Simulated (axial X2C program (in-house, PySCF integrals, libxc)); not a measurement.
Correcting the dissociation energy of CaTe for spin–orbit coupling

A spin-free CCSD(T) curve (one-electron X2C) was computed with an in-house relativistic program for diatomic molecules, basis Te dyall-cv3z [11s12p8d4f1g], Ca dyall-cv3z [11s12p6d4f] (cores contracted in-house), for the state M_S = 0, Λ = 0 (closed shell). It gives D0 = 2.169 eV to Te + Ca, which in a spin-free picture are the weighted means of the ground terms.

Correlated methods: 8 electrons correlated (number of frozen shells: Te 4 s, 3 p, 2 d; Ca 3 s, 2 p), 300 virtual spin orbitals or spinors in MP2, 88 natural virtuals in coupled cluster.

Measured levels of the ground terms (NIST Handbook of Basic Atomic Spectroscopic Data), in cm⁻¹: Te 3P: J = 2 at 0, J = 0 at 4706.5, J = 1 at 4750.7; Ca 1S: J = 0 at 0.

The molecular state has Λ = 0, so it has no first-order lowering.

Task: How far does each ground level lie under the (2J+1)-weighted mean of its term?

Result: Te: (5 × 0 + 1 × 4706.5 + 3 × 4750.7)/9 = 2107 cm⁻¹; Ca: a single level, 0.

Task: Correct D0.

Result: D0 = 2.169 + (0 − 2107)/8065.5 = 1.908 eV at CCSD(T) with these spin–orbit terms. The direct two-component run gives 1.911 eV; the difference holds second-order terms in the molecule, scalar two-electron terms, the gap between measured and computed atomic splittings (a 2c atom can miss part of its lowering) and, in coupled cluster, the truncation of each run.

Second-order spin–orbit effects in the molecule, which grow quickly with Z, are left out. Occupations by symmetry block were frozen at the best pattern of an incomplete PBE0 search. Dissociation energies refer to the lowest single-determinant-based atoms at the same level and basis. CCSD and (T) use frozen natural virtuals with an MP2 correction for the truncation; (T) itself is uncorrected, so its De runs slightly low. The outer-core s and p shells of the metal are frozen in the correlated rows, which leaves out core–valence correlation; for alkali and alkaline-earth bonds that tends to lengthen them. With the outer-core shells frozen, correlated bond lengths of heavy atoms tend to come out a few hundredths of an ångström too long.
